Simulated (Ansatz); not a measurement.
`C[O][GaH2]` and `BOC` differ in one atom or group.

Ansatz, PBE0-D4/def2-TZVP geometries, multiplicity 1. 

Scalar relativity is left out up to krypton.

| property | `C[O][GaH2]` |
| --- | --- |
| HOMO–LUMO gap (PBE0/def2-TZVPP) / eV | 6.64 |
| HOMO–LUMO gap (ωB97M-V/def2-TZVPP) / eV | 10.72 |
| size of the dipole moment (PBE/def2-TZVPP) / D | 0.96 |
| HOMO energy (PBE/def2-TZVPP) / eV | -6.43 |
| zero-point energy (PBE0-D4/def2-TZVP) / kJ/mol | 144.4 |
| LUMO energy (PBE/def2-TZVPP) / eV | -1.99 |

(1) What does the change do to each property? (An estimate is asked.)

Results:

(1) The calculation gave: 
```csv
property,`BOC`,shift
HOMO–LUMO gap (PBE0/def2-TZVPP) / eV,8.25,1.61
HOMO–LUMO gap (ωB97M-V/def2-TZVPP) / eV,12.45,1.73
size of the dipole moment (PBE/def2-TZVPP) / D,1.70,0.74
HOMO energy (PBE/def2-TZVPP) / eV,-7.11,-0.68
zero-point energy (PBE0-D4/def2-TZVP) / kJ/mol,167.5,23.1
LUMO energy (PBE/def2-TZVPP) / eV,-1.35,0.64
```

With PBE0 the HOMO falls by 0.75 eV and the LUMO rises by 0.86 eV, so the gap widens by about 1.61 eV. PBE moves the HOMO by -0.68 eV and ωB97M-V by -0.71 eV. Dipoles are sizes alone; their direction can turn.
